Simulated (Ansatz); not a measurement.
C7H14 can be A, `CC(C)=CC(C)C`, or B, `C[C@@H]1CCC[C@@H]1C`.

Isolated molecules relaxed with PBE0-D4/def2-TZVP in Ansatz; ΔE leaves out vibrations. CBS: MP2 limit from def2 TZ/QZ plus the TZ coupled-cluster correction, frozen cores. DFT in def2-TZVPP. Each species was taken in one conformer, which may not be the lowest.

A:

Z-matrix (Å, degrees):
```
C
C 1 1.496
H 1 1.096 2 110.4
H 1 1.089 2 113.4 3 -121.4
H 1 1.095 2 110.4 3 117.3
C 2 1.333 1 124.8 3 121.6
C 2 1.498 1 114.4 3 -58.5
C 6 1.496 2 128.8 1 0.0
H 6 1.091 2 117.1 1 179.8
H 7 1.091 2 111.8 1 -180.0
H 7 1.096 2 110.9 1 59.1
H 7 1.096 2 110.9 1 -59.0
C 8 1.526 6 110.3 2 -121.3
C 8 1.527 6 110.4 2 116.2
H 8 1.094 6 109.5 2 -2.6
H 13 1.093 8 111.0 6 -179.6
H 13 1.094 8 110.6 6 -60.0
H 13 1.092 8 111.2 6 59.7
H 14 1.094 8 111.0 6 179.2
H 14 1.094 8 110.6 6 59.7
H 14 1.092 8 111.2 6 -60.0
```

B:

Z-matrix (Å, degrees):
```
C
C 1 1.522
H 1 1.094 2 111.8
H 1 1.093 2 110.4 3 -119.5
H 1 1.092 2 111.8 3 120.7
C 2 1.537 1 113.6 3 -55.7
C 2 1.529 1 111.9 3 58.5
H 2 1.095 1 108.5 3 -178.8
C 6 1.534 2 103.7 1 78.3
C 6 1.515 2 116.4 1 -48.1
H 6 1.098 2 106.2 1 -168.4
C 7 1.538 2 105.0 1 -81.9
H 7 1.094 2 109.2 1 160.2
H 7 1.093 2 112.8 1 41.3
H 9 1.092 6 111.6 2 151.7
H 9 1.094 6 109.7 2 -90.6
H 10 1.093 6 111.4 2 63.5
H 10 1.093 6 110.9 2 -177.1
H 10 1.094 6 111.6 2 -57.2
H 12 1.092 7 111.3 2 -144.0
H 12 1.092 7 110.9 2 97.8
```

Problem. Which isomer does CCSD(T)/CBS put lower? Give the gap. (Estimate.)

Solution. Computed: B, by 11.8 kcal/mol.

Problem. Give E(B) − E(A) in kcal/mol with LDA (SPW92), MP2/def2-TZVPP, r2SCAN-D4, HF/def2-TZVPP, B2PLYP, BLYP-D4, CCSD/def2-TZVPP. (Estimate.)

Solution. Ansatz gave: LDA (SPW92) -15.7, MP2/def2-TZVPP -13.7, r2SCAN-D4 -10.8, HF/def2-TZVPP -7.4, B2PLYP -8.4, BLYP-D4 -5.1, CCSD/def2-TZVPP -12.3. None reverses the order clearly.

Largest T1 diagnostic: 0.009.

From r2SCAN to r2SCAN0 (25 % exact exchange), in def2-TZVPP and without D4, E(B) − E(A) moves by −2.3 kcal/mol. At CCSD(T), def2-SVP lies −1.0 kcal/mol from the extrapolated value and def2-TZVPP −0.3 kcal/mol.
